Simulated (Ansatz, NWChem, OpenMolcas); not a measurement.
Strength of the Ge–Se bond: GeSe → Se + Ge

Species: GeSe (Germanium monoselenide), singlet; Se atom, triplet; Ge atom, triplet. 

Shapes, held fixed at every level: measured bond length. Programs: Ansatz 0.2.0, NWChem 7.3.0, OpenMolcas 26.06. A level may come from different programs for different species; with the same settings they agree closely. The zero-point and thermal change to 298 K, harmonic and unscaled (wB97M-V/def2-TZVPD), is -21.3 kJ/mol.

(1) Estimate ΔH(298 K) of this reaction.

## Answers

(1) The highest level, CCSD(T)/aug-cc-pVTZ, gives ΔH(298 K) = +473.8 kJ/mol; the levels span +246.7 to +486.3. The column of differences is taken from that level and isn't an error. No measured value is set beside it here. Open shells run unrestricted unless RO is named. Relativity is left out for Ge, Se unless named. Correlated rows may include outer-core shells of Ge, Se, which these sets cover unevenly. Spin-orbit coupling lowers the free atoms by 21.7 kJ/mol; the thermal change holds that.

```
               level                    kind  ΔH(298 K) (kJ/mol)  less CCSD(T)/aug-cc-pVTZ
      HF/aug-cc-pVTZ            Hartree–Fock              +246.7                    -227.1
  r2SCAN/aug-cc-pVTZ                meta-GGA              +486.3                     +12.5
    PBE0/aug-cc-pVTZ           global hybrid              +470.2                      -3.6
 wB97M-V/aug-cc-pVTZ  range-separated hybrid              +457.0                     -16.8
   wB97X/aug-cc-pVTZ  range-separated hybrid              +482.8                      +9.0
PBE-QIDH/aug-cc-pVTZ           double hybrid              +472.0                      -1.8
 RPA@PBE/aug-cc-pVTZ                     RPA              +440.4                     -33.4
 CCSD(T)/aug-cc-pVTZ   coupled cluster or CI              +473.8                       0.0
```
